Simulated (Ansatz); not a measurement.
Start from `[F][GeH2][CH2][SiH3]` and change one atom or group to get `[SiH3][CH2][GeH2][SH]`.

Ansatz, PBE0-D4/def2-TZVP geometries, multiplicity 1. Each molecule was computed in one conformer, which needn't be the lowest.

Scalar relativity is left out up to krypton.

```csv
property,`[F][GeH2][CH2][SiH3]`
HOMO energy (B3LYP/def2-TZVPP) / eV,-8.60
size of the dipole moment (ωB97M-V/def2-TZVPP) / D,2.61
size of the dipole moment (B3LYP/def2-TZVPP) / D,2.61
LUMO energy (PBE0/def2-TZVPP) / eV,0.11
HOMO energy (PBE/def2-TZVPP) / eV,-7.52
size of the dipole moment (PBE/def2-TZVPP) / D,2.49
```

Q: Give the same properties after the change, and the shifts. (An estimate is asked.)

A: Computed: 
```tsv
property	`[SiH3][CH2][GeH2][SH]`	shift
HOMO energy (B3LYP/def2-TZVPP) / eV	-7.01	1.59
size of the dipole moment (ωB97M-V/def2-TZVPP) / D	1.96	-0.65
size of the dipole moment (B3LYP/def2-TZVPP) / D	1.94	-0.67
LUMO energy (PBE0/def2-TZVPP) / eV	0.27	0.16
HOMO energy (PBE/def2-TZVPP) / eV	-6.04	1.48
size of the dipole moment (PBE/def2-TZVPP) / D	1.91	-0.58
```

With PBE0 the HOMO rises by 1.55 eV and the LUMO rises by 0.16 eV, so the gap narrows by about 1.39 eV. PBE moves the HOMO by 1.48 eV and ωB97M-V by 1.53 eV. Dipoles are sizes alone; their direction can turn.

B3LYP here is the variant with VWN-RPA as its local correlation; programs differ in this.
